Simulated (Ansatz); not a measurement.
A made-up structure of LiSi2H3F (charge +1), closed shell:

Li1  (-0.572, -3.544, 0.525)
Si2  (0.307, -1.076, 0.367)
F3  (1.777, -0.967, 0.966)
Si4  (-0.272, 1.119, -0.356)
H5  (-1.270, -4.548, 1.542)
H6  (-1.534, 1.433, 0.361)
H7  (0.825, 2.063, -0.051)
(Å)

It is relaxed with PBE-D4/def2-SVP and then PBE0-D4/def2-TZVP (Ansatz 0.2.0). Atoms count as bonded within 1.22 times the sum of their covalent radii (H–H: 0.88 Å). The end point is not checked to be a true minimum.

Q: Does its bonding change? (A judgement: the text doesn't fix the answer.)

A: By the calculation: Yes. Formed: Li1–F3, Si2–H5; broken: Li1–Si2, Li1–H5.

Where it ends: The first stage lowers the energy by 4.72 eV in 37 steps. It ends as LiSi₂H₃F ([Li][F][SiH][SiH2]), total charge +1:
```
7
angstrom
Li 1.7781 -3.4218 1.4396
Si -0.5225 -1.3168 -0.0331
F 0.6216 -2.3268 0.7260
Si -0.4510 0.7689 0.6195
H -1.7286 -2.1751 -0.0056
H -1.3425 1.6164 -0.2077
H 0.9062 1.3351 0.8156
```

Labels in which every atom is bracketed show which atoms are joined, not bond orders.

For scale, one of the runs: PBE0-D4/def2-TZVP relaxation, 137 basis functions, launched by `ansatz run in.yaml --threads 2 --pin off --events-out ev --progress --plain --max-ram 4352MiB`. The run took about 17 s on 2 CPU threads of an Arm Neoverse V1 (shared host).
